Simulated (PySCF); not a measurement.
**Broadened absorption spectrum of Si(CN)2H2**

Species: Si(CN)2H2, C2H2N2Si.
Cartesian coordinates in Å at the PBE0-D3(BJ)/def2-SVP level; atoms count from 1:
```
atom  x, y, z in Å
Si1   -0.4827    0.0111   -0.3365
C2    -0.4311   -0.0101    1.5125
N3    -0.4156   -0.0226    2.6714
C4     1.2700   -0.0104   -0.9262
N5     2.3630   -0.0222   -1.3119
H6    -1.1316    1.2637   -0.7911
H7    -1.1719   -1.2094   -0.8183
```

Method: TDDFT CAM-B3LYP/def2-SVPD, vertical, gas phase, core orbitals frozen in the response (PySCF).

Computed states:

| state | E (eV) | f |
| --- | --- | --- |
| S1 | 6.84 | 0.0013 |
| S2 | 6.88 | 0.0000 |
| S3 | 7.18 | 0.0000 |
| S4 | 7.20 | 0.0020 |
| S5 | 7.21 | 0.0060 |
| S6 | 7.30 | 0.0020 |
| S7 | 8.02 | 0.0011 |
| S8 | 8.13 | 0.0018 |
| S9 | 8.17 | 0.0000 |
| S10 | 8.24 | 0.0094 |

Broadening: Gaussians 0.4 eV wide at half height, area fixed by f = 4.319×10⁻⁹ ∫ε dν̃. The cross-section is σ = 3.8235×10⁻²¹ ε cm², given in Mb (10⁻¹⁸ cm²). The width is an assumption, not a result. The curve ends short of the highest state used, and states not computed would add to its high-energy end.

(1) Give the broadened spectrum and its maxima.

(2) Coming from long wavelengths, where does ε first pass 100 L mol⁻¹ cm⁻¹?

(3) On this curve, what absorbance would a 10⁻³ mol/L sample give at 193 nm over a 1 cm path?

## Answers

(1) 
```json
{"E (eV)": "6.24", "σ (Mb)": "0.00"}
{"E (eV)": "6.28", "σ (Mb)": "0.00"}
{"E (eV)": "6.31", "σ (Mb)": "0.00"}
{"E (eV)": "6.34", "σ (Mb)": "0.00"}
{"E (eV)": "6.37", "σ (Mb)": "0.01"}
{"E (eV)": "6.41", "σ (Mb)": "0.01"}
{"E (eV)": "6.44", "σ (Mb)": "0.02"}
{"E (eV)": "6.47", "σ (Mb)": "0.03"}
{"E (eV)": "6.50", "σ (Mb)": "0.04"}
{"E (eV)": "6.54", "σ (Mb)": "0.07"}
{"E (eV)": "6.57", "σ (Mb)": "0.09"}
{"E (eV)": "6.60", "σ (Mb)": "0.12"}
{"E (eV)": "6.63", "σ (Mb)": "0.16"}
{"E (eV)": "6.67", "σ (Mb)": "0.21"}
{"E (eV)": "6.70", "σ (Mb)": "0.26"}
{"E (eV)": "6.73", "σ (Mb)": "0.31"}
{"E (eV)": "6.76", "σ (Mb)": "0.36"}
{"E (eV)": "6.80", "σ (Mb)": "0.45"}
{"E (eV)": "6.83", "σ (Mb)": "0.52"}
{"E (eV)": "6.86", "σ (Mb)": "0.60"}
{"E (eV)": "6.89", "σ (Mb)": "0.70"}
{"E (eV)": "6.93", "σ (Mb)": "0.87"}
{"E (eV)": "6.96", "σ (Mb)": "1.03"}
{"E (eV)": "6.99", "σ (Mb)": "1.22"}
{"E (eV)": "7.02", "σ (Mb)": "1.42"}
{"E (eV)": "7.06", "σ (Mb)": "1.72"}
{"E (eV)": "7.09", "σ (Mb)": "1.95"}
{"E (eV)": "7.12", "σ (Mb)": "2.16"}
{"E (eV)": "7.15", "σ (Mb)": "2.34"}
{"E (eV)": "7.19", "σ (Mb)": "2.49"}
{"E (eV)": "7.22", "σ (Mb)": "2.53"}
{"E (eV)": "7.25", "σ (Mb)": "2.50"}
{"E (eV)": "7.28", "σ (Mb)": "2.40"}
{"E (eV)": "7.32", "σ (Mb)": "2.18"}
{"E (eV)": "7.35", "σ (Mb)": "1.96"}
{"E (eV)": "7.38", "σ (Mb)": "1.71"}
{"E (eV)": "7.41", "σ (Mb)": "1.45"}
{"E (eV)": "7.45", "σ (Mb)": "1.11"}
{"E (eV)": "7.48", "σ (Mb)": "0.88"}
{"E (eV)": "7.51", "σ (Mb)": "0.68"}
{"E (eV)": "7.54", "σ (Mb)": "0.51"}
{"E (eV)": "7.58", "σ (Mb)": "0.34"}
{"E (eV)": "7.61", "σ (Mb)": "0.25"}
{"E (eV)": "7.64", "σ (Mb)": "0.19"}
```

Maxima: 172 nm (7.22 eV), ε about 660, made up of S4 (20%), S5 (61%) and S6 (18%) (ε in L mol⁻¹ cm⁻¹; maxima over ε = 5, shares over 10%).

(2) At about 183 nm (6.77 eV), 0.07 eV below S1.

(3) 193 nm is 6.424 eV, where ε is about 4.2 L mol⁻¹ cm⁻¹, so A = ε c l ≈ 0.0042 (Beer–Lambert, with the gas-phase spectrum and the assumed width).

The vertical ionisation energy (ΔSCF) is 12.74 eV, 4.50 eV above S10.

Hardware: an Arm Neoverse V2 with one thread, no GPU, shared host. Cost: 43 s wall.
